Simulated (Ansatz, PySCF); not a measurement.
Al(F)(I)(OMe) (CH₃AlFIO), SMILES C[O][Al]([F])[I]. Atoms are numbered in the order given.

```xyz
8

Al     0.9321    -0.0414    -0.9146
F      2.0540     1.1706    -0.9819
I     -0.7714    -0.0113     0.8407
O      1.0016    -1.2594    -2.0615
C      0.3329    -2.4275    -2.4150
H     -0.0558    -2.3491    -3.4445
H      1.0230    -3.2876    -2.3834
H     -0.5188    -2.6512    -1.7469
```

Geometry: PBE0-D3(BJ)/def2-SVP. The def2 effective core potentials stand for the cores of I; spin–orbit coupling is left out. The values are those of a single conformer.

Two levels are set side by side: PBE-D3(BJ)/def2-SVP (Ansatz, an electronic-structure program) and PBE0-D3(BJ)/def2-SVP (Ansatz). Each level has its own optimised geometry; the coordinates shown are those of the second. Frequencies come from the Hessian of PySCF at each geometry. Differences are taken from unrounded values.

| quantity | PBE0-D3(BJ) | PBE-D3(BJ) | PBE-D3(BJ) minus PBE0-D3(BJ) |
|---|---|---|---|
| mean bond length (Å) | 1.497 | 1.510 | 0.014 |
| bond Al1–F2 (Å) | 1.653 | 1.668 | 0.015 |
| bond Al1–I3 (Å) | 2.446 | 2.464 | 0.018 |
| bond Al1–O4 (Å) | 1.674 | 1.695 | 0.021 |
| bond O4–C5 (Å) | 1.392 | 1.407 | 0.015 |
| bond C5–H6 (Å) | 1.103 | 1.112 | 0.009 |
| bond C5–H7 (Å) | 1.103 | 1.112 | 0.009 |
| bond C5–H8 (Å) | 1.105 | 1.114 | 0.009 |
| highest harmonic wavenumber (cm⁻¹) | 3117 | 3015 | -102 |
| mean harmonic wavenumber (cm⁻¹) | 1122 | 1083 | -39 |
| zero-point energy (kcal/mol) | 28.88 | 27.86 | -1.01 |

Exact exchange shortens and stiffens bonds; PBE has none. Differences between two approximate levels are no errors against the true value.
